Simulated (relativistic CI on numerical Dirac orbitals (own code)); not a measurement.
Radial parameters of Ta23+

Method of calculation: Dirac-Coulomb-Breit CI, orbitals from a KLI potential per configuration, a model potential for QED, unscaled Slater integrals (own radial code, finite nucleus).

Slater integrals F^k, G^k are unscaled and averaged over j, outside the closed core [Ar] 3d10 4p6 4d10; ζ comes from projecting the Hamiltonian with its Breit term on Σ l·s of the shell.

- 4s2 4f4: F^2(4f,4f) = 218980, F^4(4f,4f) = 142030, F^6(4f,4f) = 103630, ζ(4f) = 6696.9 cm⁻¹; <r>(4f) = 0.4731, <r^2>(4f) = 0.2584 (bohr units).
- 4s2 4f3 5s: F^2(4f,4f) = 221630, F^4(4f,4f) = 143850, F^6(4f,4f) = 104990, ζ(4f) = 6893.1, G^3(4f,5s) = 32718 cm⁻¹; <r>(4f) = 0.4683, <r^2>(4f) = 0.2531, <r>(5s) = 0.8383, <r^2>(5s) = 0.7825 (bohr units).
- 4s2 4f2 5s2: F^2(4f,4f) = 224560, F^4(4f,4f) = 145870, F^6(4f,4f) = 106500, ζ(4f) = 7092 cm⁻¹; <r>(4f) = 0.4632, <r^2>(4f) = 0.2473 (bohr units).

Averages of the first 10 configurations, taken without configuration mixing, which lowers the lowest level and can move excited configurations by several eV; other configurations of the list can lie among them:

```json
{"Configuration": "4s2 4f4", "Parity": "even", "States": "1001", "Average energy above the lowest level (eV)": "14.9"}
{"Configuration": "4s2 4f3 5s", "Parity": "odd", "States": "728", "Average energy above the lowest level (eV)": "96.6"}
{"Configuration": "4s2 4f2 5s2", "Parity": "even", "States": "91", "Average energy above the lowest level (eV)": "187.7"}
{"Configuration": "4s2 4f3 5p", "Parity": "even", "States": "2184", "Average energy above the lowest level (eV)": "151.8"}
{"Configuration": "4s2 4f2 5s 5p", "Parity": "odd", "States": "1092", "Average energy above the lowest level (eV)": "240.2"}
{"Configuration": "4s2 4f2 5p2", "Parity": "even", "States": "1365", "Average energy above the lowest level (eV)": "298.1"}
{"Configuration": "4s2 4f3 5d", "Parity": "odd", "States": "3640", "Average energy above the lowest level (eV)": "226.9"}
{"Configuration": "4s2 4f2 5s 5d", "Parity": "even", "States": "1820", "Average energy above the lowest level (eV)": "317.6"}
{"Configuration": "4s2 4f2 5p 5d", "Parity": "odd", "States": "5460", "Average energy above the lowest level (eV)": "373.2"}
{"Configuration": "4s2 4f3 5f", "Parity": "even", "States": "5096", "Average energy above the lowest level (eV)": "306.0"}
```
